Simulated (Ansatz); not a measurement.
`[AlH2][C@H]1C[Si@@H]1S` + H₂S → `[AlH2][SH]` + `S[SiH]1CC1`  (ligand exchange at the Al–C bond)

Computed with Ansatz on PBE0-D4/def2-TZVP structures; ΔE is electronic, products minus reactants. CBS: MP2 limit from def2 TZ/QZ plus the TZ coupled-cluster correction, frozen cores. This one scheme is used for every species. Functionals use def2-TZVPP. One conformer a species, not always the lowest.

```tsv
level	ΔE (eV)
r2SCANh-D4	-0.99
r2SCAN0-D4	-1.00
```

Question: What does CCSD(T)/CBS give? (Estimate.)

Answer: The calculation gave: -0.96 eV. The listed levels differ from it by -0.03, -0.04 eV.

Largest T1 diagnostic among the species: 0.011.

Leaving LDA and LC-ωPBE aside and taking each functional with its dispersion term where it has one, the values, not all of them listed here, spread over 0.08 eV, from BHLYP-D4 to revPBE-D4. LDA lies +0.06 eV from PBE without D4. From BLYP to BHLYP (50 % exact exchange), in def2-TZVPP and without D4, ΔE moves by −0.04 eV.
